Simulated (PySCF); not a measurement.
Gas-phase reaction: 2 Ga(CH3)3.NH3 + 3 C3H4 (propyne) → 2 GaH3.NH3 + 3 C5H8 (cyclic)

Energies from PySCF, thermal terms from the rigid-rotor harmonic-oscillator model, ideal gas at 1 bar. † marks an energy on the PBE0/def2-TZVP geometry and frequencies; other levels use their own. MP2 freezes the core. 6-31G* has spherical d functions here. All species are closed-shell singlets. B3LYP is the form with VWN-RPA correlation. Ga: all electrons, no relativistic terms. Adducts (Ga(CH3)3.NH3, GaH3.NH3) have no counterpoise correction, and HF, PBE, BLYP, B3LYP and PBE0 lack dispersion. GaH3.NH3: computed as isolated molecules; such fragments, hydroxides, amides, oligomers or adducts are transient or little studied in the gas. MP2 isn't extrapolated to the basis-set limit; its ΔH°(298 K) is -234.9 kJ in def2-SVP and -144.9 kJ in def2-TZVPP. The harmonic model lacks anharmonicity and excited electronic states, which grow with temperature; levels with a mode under 35 cm⁻¹ are left out. Soft modes under 120 cm⁻¹ make the harmonic entropy rough for Ga(CH3)3.NH3, GaH3.NH3.

```csv
level,"ΔE electronic, kJ","ΔH°(298 K), kJ","ΔS°(298 K), J/K","ΔG°(1400 K), kJ"
B3LYP/6-31G*,-254,-255,-159,25
B3LYP/def2-TZVP†,-164,-161,-152,111
BLYP/def2-TZVP†,-119,-116,-152,156
HF/6-31G*,-257,-254,-141,5
MP2/def2-TZVPP†,-148,-145,-152,128
PBE0/def2-SVP†,-322,-320,-152,-47
r2SCAN/def2-TZVP†,-209,-207,-152,66
ωB97M-V/def2-TZVP†,-205,-202,-152,71
```
ΔH° is lowest at PBE0/def2-SVP† and highest at BLYP/def2-TZVP†. No reference value is set beside these.
